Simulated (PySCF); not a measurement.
Compound: H6N2OSi2.
Atom-mapped SMILES: `[OH:1][SiH:2]1[NH:3][SiH2:4][NH:5]1` (hydrogens: H6 on O1; H7 on Si2; H8 on N3; H9, H10 on Si4; H11 on N5)

Geometry (PBE0-D3(BJ)/def2-SVP, Å), atoms numbered from 1 in this order:
```xyz
11
H6N2OSi2 angstrom
O      2.1540   -0.4539    0.4511
Si     0.8206    0.0540   -0.3917
N     -0.3293    1.0499    0.4611
Si    -1.6573   -0.0473    0.1754
N     -0.4815   -1.0900   -0.5861
H      1.9693   -0.8598    1.3043
H      1.4251    0.6149   -1.6251
H     -0.2748    1.9791    0.8501
H     -2.7419    0.4665   -0.7196
H     -2.3254   -0.5977    1.3978
H     -0.5608   -1.9529   -1.1027
```

Theory: PySCF 2.14.0, PBE0-D3(BJ)/def2-SVP geometry optimisation, gas phase.

Masses are those of the commonest isotopes; rigid-rotor values at the optimised geometry. The values belong to one conformer with, in the numbering `[OH:1][SiH:2]1[NH:3][SiH2:4][NH:5]1`, H–O1–Si2–N3 50°.

Question: What are A, B and C (MHz)?

Answer: Ia = 68.74, Ib = 213.72, Ic = 244.30 u·Å²; 505379 MHz·u·Å²/I gives A = 7352, B = 2365, C = 2069 MHz.

Question: Classify the top.

Answer: An asymmetric top. Ray's parameter κ = (2B − A − C)/(A − C) = -0.888; −1 is the prolate and +1 the oblate limit.

Question: What does the inertial defect say?

Answer: Not planar: Δ = Ic − Ia − Ib = -38.17 u·Å². For a rigid frame Δ = −2 Σ m c², so Σ m c² = 19.08 u·Å² lies off the ab plane: 8.53 from hydrogen and 10.55 from heavier atoms. The atom farthest from that plane is 1.79 Å away.

Question: Where do the levels up to J = 3 lie, in MHz?

Answer: Above 0(0,0):
J = 1: 1(0,1) 4433, 1(1,1) 9421, 1(1,0) 9717
J = 2: 2(0,2) 13287, 2(1,2) 17992, 2(1,1) 18879, 2(2,1) 33841, 2(2,0) 33854
J = 3: 3(0,3) 26536, 3(1,3) 30840, 3(1,2) 32615, 3(2,2) 47141, 3(2,1) 47205, 3(3,1) 72826, 3(3,0) 72826
Those of J = 1 are B + C, A + C and A + B.

Question: Which lines would a microwave search look for?

Answer: The dipole components are |μa| = 0.82 D, |μb| = 0.00 D, |μc| = 0.87 D; the mirror of this Cs structure is the ac plane, so μb vanishes by symmetry (the 0.01 D computed is a residue) and there are no b-type lines. Intensities carry the squares of the components, which stand as 0.90 : 1.00 (a : c). Some lines, for components of 0.1 D or more:

```tsv
type	branch	J(Ka,Kc)	MHz	lower level (cm⁻¹)
a	Q	2(1,1) ← 2(1,2)	888	0.600
a	R	1(0,1) ← 0(0,0)	4433	0.000
c	Q	2(1,2) ← 2(0,2)	4704	0.443
c	Q	1(1,1) ← 1(0,1)	4987	0.148
a	R	2(1,2) ← 1(1,1)	8571	0.314
a	R	2(0,2) ← 1(0,1)	8854	0.148
a	R	2(1,1) ← 1(1,0)	9163	0.324
c	R	1(1,0) ← 0(0,0)	9717	0.000
c	R	2(1,1) ← 1(0,1)	14446	0.148
c	Q	2(2,1) ← 2(1,1)	14962	0.630
c	R	2(2,0) ← 1(1,0)	24137	0.324
c	R	2(2,1) ← 1(1,1)	24421	0.314
```

Question: Estimate the classical rotational partition function at 25 K, 100 K and 298.15 K.

Answer: Point group Cs, symmetry number σ = 1; q = (√π/σ)·√((kT/h)³/(ABC)), k/h = 20836.6 MHz/K: 3510 at 25 K, 28100 at 100 K, 145000 at 298.15 K.

No frequency check. These are rigid-rotor constants of the computed structure; measured ground-state constants (B0) also hold zero-point vibration. Quadrupole hyperfine structure (14N) is left out.

On one thread of an Arm Neoverse V1, shared host, this took 24 s of wall time. That covers the optimisation of the geometry.
